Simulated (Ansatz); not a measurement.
Reaction (formal exchange of groups at the Sn–C bond): `N=[C](S)[SnH3]` + `CCC` → `C[CH](C)[SnH3]` + `N=CS`

Calculated with Ansatz (gas phase, PBE0-D4/def2-TZVP geometries, no zero-point term in ΔE). CCSD(T)/CBS is the MP2 limit (def2-TZVPP, def2-QZVPP) plus CCSD(T) − MP2 in def2-TZVPP, frozen cores. This one scheme is used for every species. DFT in def2-TZVPP. def2 core potentials past Kr. For Sn outer-core shells are correlated without core-valence functions, which leaves a few kJ/mol of doubt a bond. Each species was taken in one conformer, which may not be the lowest.

```json
{"species": "`N=[C](S)[SnH3]`", "ωB97M-V energy (Eh)": "-708.24102"}
{"species": "`CCC`", "ωB97M-V energy (Eh)": "-119.09967"}
{"species": "`C[CH](C)[SnH3]`", "ωB97M-V energy (Eh)": "-334.51647"}
{"species": "`N=CS`", "ωB97M-V energy (Eh)": "-492.82231"}
```

**Question.** Work out ΔE.

**Answer.** ΔE = (-334.51647) + (-492.82231) − (-708.24102) − (-119.09967) = 0.00191 Eh = +5.0 kJ/mol. CCSD(T)/CBS gives +4.8 kJ/mol.

Largest T1 diagnostic among the species: 0.015.

In def2-TZVPP, CCSD(T) changes the Hartree–Fock value by −4.8 kJ/mol (the triples alone add +0.6 kJ/mol) and MP2 by −6.8 kJ/mol.
